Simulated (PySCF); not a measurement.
## Vertical excitation energies

Compound: C5H4BF3O3.
InChI=1S/C5H4BF3O3/c7-5(8,9)4(10)3-1-2-11-6-12-3/h1-2H,6H2

Computed with PySCF, TDDFT PBE0/def2-SVPD, vertical, gas phase, core orbitals frozen in the response. One conformer (not necessarily the lowest) at the PBE0-D3(BJ)/def2-SVP geometry, without solvent, vibrations or thermal averaging. Torsions of this conformer, `[O:1]=[C:2]([C:3]1=[O+:4][BH2-:5][O:6][CH:7]=[CH:8]1)[C:9]([F:10])([F:11])[F:12]`: O1–C2–C3–O4 -179°, O1–C2–C9–F10 -120°.

Question: List the vertical singlet excitations with oscillator strengths and describe the spectrum.

Answer: 

```csv
state,λ (nm),E (eV),f,"main configurations (H = HOMO, L = LUMO)"
S1,508.2,2.44,0.019,H→L (99%)
S2,389.1,3.19,0.0000,H-1→L (95%)
S3,278.0,4.46,0.0010,H-3→L (87%)
S4,267.1,4.64,0.021,"H→L+1 (69%), H-2→L (30%)"
S5,246.8,5.02,0.188,"H-2→L (68%), H→L+1 (30%)"
S6,228.3,5.43,0.0006,H-4→L (88%)
S7,211.4,5.87,0.0004,H-1→L+1 (75%)
S8,204.6,6.06,0.0003,"H-5→L (82%), H-1→L+1 (10%)"
S9,188.3,6.58,0.034,H→L+2 (98%)
S10,177.6,6.98,0.0004,"H-3→L+1 (70%), H-8→L (15%)"
```

Triplets (Tamm–Dancoff): T1 1.66 eV, H→L (94%); T2 2.65 eV, H-1→L (90%); T3 3.93 eV, H-2→L (92%); T4 4.08 eV, H-3→L (79%), H-1→L+1 (9%).

The lowest singlet lies at 2.44 eV (508 nm, visible) and is weak; its leading configuration is HOMO→LUMO (99%). The most intense listed level is S5 at 5.02 eV (247 nm, f = 0.188), 2.58 eV above S1. Löwdin shares by element: HOMO oxygen 30% or more, carbon 18% or more, boron 17% (atoms not listed hold the other 35%); LUMO carbon 47% or more, oxygen 20% or more (atoms not listed hold the other 33%). Of the 10 states listed, 4 reach f = 0.01 and 4 stay under 0.0005. The listed states span 4.54 eV, and the widest gap between neighbours is 1.27 eV (S2 to S3). Orbital energies (eV): HOMO-3 -10.18, HOMO-2 -9.67, HOMO-1 -9.05, HOMO -7.44, LUMO -4.04, LUMO+1 -1.67, LUMO+2 0.23. 2 computed singlets (S1 to S2) lie in the visible range (380 to 750 nm), the largest f among them at 508 nm, f = 0.019; light of that wavelength is green, and its complementary colour is purple; a Tamm–Dancoff triplet lies at 748 nm, without intensity as long as spin–orbit coupling is left out. The window holds the lowest 10 singlets.

Time: 1.7 min; peak memory 1.2 GiB. Hardware: Arm Neoverse V2, one thread, no GPU, shared host with 32 logical CPUs at a one-minute load of 25.
